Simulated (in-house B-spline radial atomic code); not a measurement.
A radial electron density 4πr²n(r) was computed for an atom or ion in its tabulated ground configuration with an all-electron radial atomic-structure program (B-spline basis); method: Dirac-Kohn-Sham LDA exchange-only, spherical fractional occupations. Columns: r (bohr), 4πr²n(r) (electrons per bohr), bar.

```
 0.00318    0.734 #
 0.00388    1.056 ##
 0.00474    1.513 ###
  0.0058    2.157 ####
 0.00709    3.039 #####
 0.00866    4.225 #######
  0.0106    5.808 ##########
  0.0129    7.777 #############
  0.0158    10.29 ##################
  0.0193     13.2 #######################
  0.0236    16.43 ############################
  0.0289     19.7 ##################################
  0.0353     22.5 ######################################
  0.0431    24.35 ##########################################
  0.0527    24.79 ##########################################
  0.0644    23.68 ########################################
  0.0788    21.44 #####################################
  0.0963    19.21 #################################
   0.118    18.35 ###############################
   0.144    19.74 ##################################
   0.176    22.87 #######################################
   0.215    25.72 ############################################
   0.263    25.79 ############################################
   0.321    21.91 #####################################
   0.392    15.45 ##########################
    0.48    9.574 ################
   0.586    7.044 ############
   0.716    7.601 #############
   0.876    8.801 ###############
    1.07    8.396 ##############
    1.31    6.216 ###########
     1.6    3.648 ######
    1.95    1.838 ###
    2.39   0.9354 ##
    2.92   0.5894 #
    3.57   0.3931 #
    4.36   0.2187 
    5.33  0.08797 
    6.51  0.02379 
    7.96 0.003962 
    9.73 0.0003773 
    11.9 1.834e-05
```

(1) Which atom or ion is it?
A. Ti+
B. Cr2+
C. Sc+
D. Ca+

Answers

(1) C. The area under the curve, ∫4πr²n dr = ∫r·4πr²n d(ln r) on this logarithmic grid, is 20 electrons, which only this option has. The configuration is [Ar] 3d1 4s1.
